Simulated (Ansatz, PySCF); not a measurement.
PySCF was given this input:
```python
from pyscf import gto, scf, dft

mol = gto.M(
    atom='''
Cd   -0.00000000   -0.00000000   -1.34136029
I     0.00000000    0.00000000    1.21481687
''',
    basis='def2-svp',
    ecp={'Cd': 'def2-svp', 'I': 'def2-svp'},
    charge=1,
    verbose=4,
)

mf = dft.RKS(mol)
mf.xc = 'b3lyp'
mf.grids.atom_grid = (99, 590)
mf.grids.prune = None
mf.kernel()
```

Problem. Convert this to an input for Ansatz (an electronic-structure program).

Solution. Several could match; the one computed here: 
Ansatz 0.2 input:
```yaml
crystal:
  periodic: [false, false, false]
  atoms:
    - {symbol: Cd, position_ang: [-0.00000000, -0.00000000, -1.34136029]}
    - {symbol: I, position_ang: [0.00000000, 0.00000000, 1.21481687]}
basis:
  gaussian:
    orbitals: def2-SVP
hamiltonian:
  xc: b3lyp
total_charge: 1
accuracy: high
```

Both were run: PySCF gave -465.305375 Eh and Ansatz -465.305375 Eh, 0.001 mEh apart.
